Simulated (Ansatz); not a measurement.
Relaxation of the cluster In₂Te₃ with UKS r2SCAN-D4/def2-SVP.

```sh
$ ansatz run in.yaml --threads 4 --pin off --events-out ev --progress --plain --max-ram 4787MiB
```

```yaml
crystal:
  periodic: [false, false, false]
  atoms:
    - {symbol: In, position_ang: [-2.330330, -0.481127, -0.503309]}
    - {symbol: In, position_ang: [1.918052, -0.219380, 1.479213]}
    - {symbol: Te, position_ang: [-0.633163, 1.592524, 1.146530]}
    - {symbol: Te, position_ang: [0.547417, 0.930121, -1.295776]}
    - {symbol: Te, position_ang: [0.498014, -1.822137, -0.826658]}
basis:
  gaussian: {orbitals: def2-SVP}
magnetization: {spin_polarized: true, initial_magnetization: 2}
hamiltonian: {xc: r2scan, dispersion: d4}
scf: {lower_state_search: "off"}
output: {orbitals: {seedname: orbitals}}
relax: {f_tol: 0.02, max_steps: 100}
```

It took 29 s on 4 threads of Arm Neoverse V2 on a shared host.

Positions (Å) and forces (eV/Å) at steps 1, 2, 3, 4 of 4:

```xyz
5
step=1 energy=-32243.4936 eV
In   -2.330   -0.481   -0.503    0.592    0.045    0.261
In    1.918   -0.219    1.479   -0.581   -0.027   -0.286
Te   -0.633    1.593    1.147   -0.485    0.607    0.960
Te    0.547    0.930   -1.296    0.353    0.600   -0.836
Te    0.498   -1.822   -0.827    0.122   -1.225   -0.099
5
step=2 energy=-32243.8801 eV
In   -2.172   -0.483   -0.410    0.514    0.081    0.155
In    1.746   -0.241    1.419   -0.454    0.021   -0.296
Te   -0.692    1.745    1.253    0.098   -0.152   -0.190
Te    0.572    0.972   -1.354   -0.121   -0.205    0.285
Te    0.546   -1.993   -0.907   -0.037    0.256    0.046
5
step=3 energy=-32243.9671 eV
In   -2.048   -0.489   -0.328    0.100    0.017    0.027
In    1.605   -0.264    1.377   -0.086    0.006   -0.060
Te   -0.691    1.787    1.245    0.055   -0.099   -0.104
Te    0.570    0.968   -1.349   -0.042   -0.071    0.099
Te    0.564   -2.002   -0.945   -0.026    0.147    0.037
5
step=4 energy=-32243.9717 eV
In   -2.027   -0.491   -0.313   -0.015   -0.004   -0.001
In    1.580   -0.269    1.371    0.010   -0.003    0.011
Te   -0.685    1.781    1.233    0.005   -0.010   -0.009
Te    0.569    0.967   -1.347    0.002    0.004   -0.006
Te    0.563   -1.988   -0.945   -0.003    0.013    0.005
```

In the def2 sets In, Te take a core potential; there is no spin–orbit coupling. At r2SCAN-D4/def2-SVP a singlet of charge 0 lies 0.89 eV below the triplet, each at its own geometry. The structure comes from a short search, and lower isomers may exist.
